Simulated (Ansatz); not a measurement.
Relaxation of GeH₅NS (8 atoms, charge 0, multiplicity 1), to a largest force component of 0.02 eV/Å in at most 50 steps.

Computed with Ansatz 0.2.0, RHF/def2-SVP.

```xyz
8
Properties=species:S:1:pos:R:3
N -1.096 0.426 -0.561
Ge 0.522 0.228 0.219
S 0.930 -1.939 0.366
H -1.206 1.511 -0.685
H -1.077 0.065 -1.553
H 0.520 0.878 1.634
H 1.639 0.917 -0.644
H -0.139 -2.145 1.168
```

**Question.** Where does it end, and by what steps?

**Answer.** The run converged. After 7 steps the energy has fallen by 0.381 eV; H4 moved furthest, 0.29 Å.

```csv
step,energy less start (eV),largest force component (eV/Å),accepted
0,0.0000,3.187,yes
1,-0.3003,1.526,yes
2,-0.3527,0.504,yes
3,-0.3379,0.742,no
4,-0.3751,0.336,yes
5,-0.3791,0.127,yes
6,-0.3798,0.093,yes
7,-0.3808,0.020,yes
```

```xyz
8
Properties=species:S:1:pos:R:3
N -1.011 0.496 -0.618
Ge 0.597 0.278 0.207
S 0.964 -1.911 0.444
H -1.446 1.399 -0.571
H -1.133 0.096 -1.529
H 0.503 0.997 1.555
H 1.818 0.772 -0.581
H -0.201 -2.184 1.037
```

Whether the end is a true minimum wasn't checked by a vibrational analysis.

Run time: 11 s on 1 thread of Intel(R) Xeon(R) 6975P-C (Granite Rapids) (shared host), peak memory 0.19 GiB.
